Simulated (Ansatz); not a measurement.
`[AlH2][O][GaH2]` + `BBO` → `BB[O][AlH2]` + `[OH][GaH2]` at 700 K and 1 bar (ligand exchange at the Al–O bond).

Isolated molecules relaxed with PBE0-D4/def2-TZVP in Ansatz; ΔE leaves out vibrations. CCSD(T)/CBS adds triple-zeta CCSD(T) − MP2 to the extrapolated MP2 energy (def2 sets, frozen cores). For Ga outer-core shells are correlated without core-valence functions, which leaves a few kJ/mol of doubt a bond. Scalar relativity is left out up to krypton. One conformer a species, not always the lowest.

| species | CCSD(T)/CBS energy (Eh) | H − E (kJ/mol) | S (J/(mol·K)) |
| --- | --- | --- | --- |
| `[AlH2][O][GaH2]` | -2243.58748 | 143.6 | 419.4 |
| `BBO` | -127.16606 | 173.8 | 343.9 |
| `BB[O][AlH2]` | -369.81813 | 204.5 | 445.4 |
| `[OH][GaH2]` | -2000.92981 | 111.5 | 322.8 |

H − E and S are ideal-gas, rigid-rotor, harmonic terms from PBE0-D4/def2-TZVP, for one conformer and one mirror image of each species. 1 Eh = 2625.50 kJ/mol, R = 8.31446 J/(mol·K).

Problem. By hand: ΔE, ΔH, ΔS and ΔG.

Solution. ΔE = (-369.81813) + (-2000.92981) − (-2243.58748) − (-127.16606) = 0.00560 Eh = 14.7 kJ/mol. Δ(H − E) = 204.5 + 111.5 − 143.6 − 173.8 = -1.4, so ΔH = 13.3 kJ/mol. ΔS = 445.4 + 322.8 − 419.4 − 343.9 = 4.9 J/(mol·K). ΔG = 13.3 − 700 × (4.9)/1000 = 9.9 kJ/mol.

Problem. By hand: the equilibrium constant, and the temperature at which ΔG would vanish if ΔH and ΔS stayed fixed.

Solution. log₁₀ K = −ΔG/(RT ln 10) = -0.7. ΔG = 0 at ΔH/ΔS = 2714 K, far beyond where these terms or the molecules hold.

The number of gas molecules stays the same, so ΔS is small and ΔH decides. A doubt of 5 kJ/mol in ΔE shifts log₁₀ K by 0.4 here. Other conformers and mirror images would add mixing entropy, several J/(mol·K) or more a flexible species. These are equilibria of isolated gas molecules and say nothing of rates. Largest T1 diagnostic: 0.015 (customary marks: 0.02 for closed shells, 0.045 for open ones).
